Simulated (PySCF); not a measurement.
H7NO2Si2, SMILES [SiH2](O[SiH2]O)N. The structure is a stationary point at r2SCAN-D4/def2-SVP. The structure was generated by enumeration, and PubChem lists no compound with its InChIKey, so it may never have been made. Other conformers were not sampled.

Give the equilibrium geometry at r2SCAN-D4/def2-SVP (PySCF confirms it by a frequency run) as Cartesian coordinates in Å. (An estimate is asked for; the answer gives what the named calculation found.)

This is not unique; one that fits is 
```xyz
12

N      1.7000     1.6281    -0.2722
Si     1.5867    -0.0840    -0.1784
O      0.0665    -0.7253    -0.4689
Si    -1.4094    -0.8109     0.2746
O     -2.0573     0.6995     0.5352
H      1.6933     2.1034    -1.1690
H      1.2981     2.2153     0.4523
H      1.9880    -0.4833     1.2009
H      2.4749    -0.6497    -1.2258
H     -1.2792    -1.4034     1.6307
H     -2.2843    -1.6256    -0.6138
H     -2.3467     1.1811    -0.2484
```
Charge 0, spin multiplicity 1.
